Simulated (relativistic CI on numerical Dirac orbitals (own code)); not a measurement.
**One change at a time: Hg³²⁺**

Base calculation: Dirac-Coulomb-Breit CI, KLI orbitals optimised for each configuration, QED by a radiative potential, unscaled Slater integrals.

Configuration list (outside the closed core [Ar] 3d10): 4s2.4p6.4d10.4f2, 4s2.4p6.4d9.4f3, 4s2.4p6.4d10.4f.5s, 4s2.4p6.4d10.4f.5p, 4s2.4p5.4d10.4f3, 4s2.4p6.4d10.5s2, 4s2.4p6.4d10.5s.5p, 4s2.4p6.4d10.4f.5d, 4s.4p6.4d10.4f3, 4s2.4p6.4d10.5p2, 4s2.4p6.4d10.5s.5d, 4s2.4p6.4d9.4f2.5s, 4s2.4p6.4d10.4f.5f, 4s2.4p6.4d10.5p.5d, 4s2.4p6.4d9.4f2.5p, 4s2.4p6.4d10.4f.5g, 4s2.4p6.4d10.4f.6s, 4s2.4p6.4d10.5d2, 4s2.4p6.4d10.4f.6p, 4s2.4p6.4d10.4f.6d, 4s2.4p5.4d10.4f2.5s, 4s2.4p6.4d10.4f.6g, 4s2.4p6.4d10.4f.7s, 4s.4p6.4d10.4f.5s2, 4s.4p6.4d10.4f.5p2. Double excitations out of closed p, d and f shells are left out; levels of such configurations are missing from the list, as are those of other unlisted configurations, and high levels can miss mixing partners.

Variants: (1) P86 correlation estimate; (2) configuration mixing switched off; (3) one mean potential for all configurations. Shifts of the energy above 4s2.4p6.4d10.4f2 3H_4, in cm⁻¹, for the lowest level and the first level of each name with at least 55 % of one term (blank where a level changes its place among those of its configuration and J or its character, or is not in the variant):

| Level | Base | Δ(1) | Δ(2) | Δ(3) |
| --- | --- | --- | --- | --- |
| 4s2.4p6.4d10.4f2 3H_4 | 0 | 0 | 0 | 0 |
| 4s2.4p6.4d10.4f2 3F_2 | 24955 | +1 | +1445 | -9 |
| 4s2.4p6.4d10.4f2 3H_5 | 45332 | 0 | +20 | -114 |
| 4s2.4p6.4d10.4f2 3F_3 | 61518 | +1 | +1076 | -113 |
| 4s2.4p6.4d10.4f2 3H_6 | 79854 | 0 | +316 | -172 |
| 4s2.4p6.4d10.4f2 3P_0 | 95623 | +3 | +3518 | -22 |
| 4s2.4p6.4d10.4f2 3F_4 | 111851 | 0 | +523 | -230 |
| 4s2.4p6.4d10.4f2 3P_1 | 120400 | +3 | +3696 | -109 |
| 4s2.4p6.4d10.4f2 1I_6 | 128422 | +1 | +1665 | -172 |
| 4s2.4p6.4d10.4f2 3P_2 | 157128 | +2 | +3411 | -220 |
| 4s2.4p6.4d10.4f2 1S_0 | 246627 | +4 | +1985 | -199 |
| 4s2.4p6.4d10.4f.5s 3F°_2 | 1716290 | +12376 | +15263 | -669 |
| 4s2.4p6.4d10.4f.5s 3F°_3 | 1720177 | +12376 | +15183 | -633 |
| 4s2.4p6.4d10.4f.5s 3F°_4 | 1766586 | +12376 | +15100 | -394 |

At this charge energies of transitions that change n are usually good to better than 1 %, and those within a shell (Δn = 0) to a few per cent. Terms inside the open d or f shell come out 10 to 20 % too wide with unscaled integrals.

Ionisation energy from the two ground configurations alone: base 1205.26 eV; P86 correlation estimate 1207.34 eV. The NIST ASD value (theoretical) is 1220 eV.

LS names give the leading component of a level, which can be under half, so a name can repeat, a term be missing and a line seem to break the LS rules.
